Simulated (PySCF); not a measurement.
Cartesian coordinates in Å; atom numbers follow the order of the lines, from 1:
```xyz
17

C     2.5261   -2.4259    0.2639
C     2.2405   -1.2595    0.3373
Si    1.7060    0.5039    0.4522
C    -0.1624    0.5418    0.0039
Si   -1.0818    2.2202    0.0043
O    -0.8050   -0.2782    1.0551
C    -1.5902   -1.2175    0.6220
F    -2.1244   -1.8818    1.6458
F    -0.9866   -2.1429   -0.1565
F    -2.6300   -0.7801   -0.1280
H     2.7860   -3.4436    0.1953
H     1.8566    0.9869    1.8242
H     2.4196    1.3139   -0.5399
H    -0.3097    0.0360   -0.9530
H    -0.9370    2.7868    1.3429
H    -0.4249    3.0448   -1.0106
H    -2.4898    2.0073   -0.3193
```

No solvent, one conformer, rapidly exchanging positions averaged, relativity neglected. NMR shieldings at PBE0/pcSseg-1/GIAO; geometry: GFN2-xTB; PySCF 2.14.

Q: List the cross peaks expected in HSQC, COSY and HMBC spectra.

A: 

HSQC (one-bond C–H):
```
        δH          δC
4.51 (H14)   65.0 (C4)
2.05 (H11)  107.1 (C1)
```

COSY cross peaks (H two or three bonds apart, from the bond graph; peaks can be absent where the dihedral angle is near 90°):
```
        δH                  δH
4.65 (H12)          4.51 (H14)
4.65 (H12)          4.50 (H13)
4.51 (H14)          4.50 (H13)
4.51 (H14)  4.13 (H15/H16/H17)
```

HMBC (two and three bonds, from the bond graph):
```
                δH                                δC
        4.65 (H12)  107.1 (C1), 83.6 (C2), 65.0 (C4)
        4.51 (H14)             131.3 (C7), 83.6 (C2)
        4.50 (H13)  107.1 (C1), 83.6 (C2), 65.0 (C4)
4.13 (H15/H16/H17)                         65.0 (C4)
        2.05 (H11)                         83.6 (C2)
```

Chemical shifts δ = σref − σ; TMS for ¹H, ¹³C, all at this level.

Shifts are as computed. Against solution values, carbons near 30 ppm lie about +3 ppm off and those near 130 ppm about +5 ppm. Of 1309 compounds with measured shifts, 239 miss one by over three times the rms of a fit or turn the order of signals round; such compounds aren't used in these exercises.
